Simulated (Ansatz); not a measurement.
```yaml
crystal:
  periodic: [false, false, false]
  atoms:
    - {symbol: Si, position_ang: [0.000795, -0.001355, 0.118548]}
    - {symbol: H, position_ang: [0.008140, -0.015821, 1.593191]}
    - {symbol: Cl, position_ang: [1.927012, 0.010484, -0.580868]}
    - {symbol: Cl, position_ang: [-0.971739, 1.674424, -0.548481]}
    - {symbol: Cl, position_ang: [-0.964218, -1.667732, -0.582390]}
basis:
  gaussian: {orbitals: "6-31++G**", final_grid: {core_spheres: 8, valence_spheres: 7, degree: 23}}
magnetization: {spin_polarized: true, initial_magnetization: 0}
hamiltonian: {xc: {name: SVWN5}}
scf: {omitted_lower_state_checks: [starts]}
output: {forces: true}
```

```sh
$ ansatz run in.yaml --threads 2 --pin off --events-out ev --progress --plain --max-ram 4352MiB
```

It prints (some lines left out):

```
Functional definition: SVWN5
1017 factors; their error is unknown
mean field evaluation 1: about -45310.8116 eV, gradient 1.2e1 eV
mean field evaluation 2: about -45311.0707 eV, gradient 1.1e1 eV
mean field evaluation 4: about -45311.6768 eV, gradient 3.3e-1 eV
mean field evaluation 8: about -45311.6483 eV, gradient 7.0e-2 eV
mean field -45311.64830473 eV, -1665.1723618606 hartree, gradient 1.8e-5 eV, S^2 0.000000; 0 other end points of the search recorded, 0 dependent functions left out
reference -45311.64837610 eV, -1665.1723644833 hartree; 33, 33 occupied and 65, 65 virtual orbitals, 1017 factors
Total energy: -45311.64837610 eV, -1665.1723644833 hartree
Atom 0 at     0.000795    -0.001355     0.118548 Å, force    -0.003725     0.004484    -0.411665 eV/Å
Atom 1 at     0.008140    -0.015821     1.593191 Å, force     0.002489    -0.002847     0.175582 eV/Å
Atom 2 at     1.927012     0.010484    -0.580868 Å, force    -0.187972    -0.002064     0.080523 eV/Å
Atom 3 at    -0.971739     1.674424    -0.548481 Å, force     0.094058    -0.161333     0.075485 eV/Å
Atom 4 at    -0.964218    -1.667732    -0.582390 Å, force     0.095150     0.161760     0.080075 eV/Å
Dipole moment:     0.001417    -0.002567     0.238513 e Å
Checks for a lower state left out: starts
```

It took 1.1 s on 2 threads of Arm Neoverse V1 on a shared host.

The 6-31G sets use Cartesian d functions.
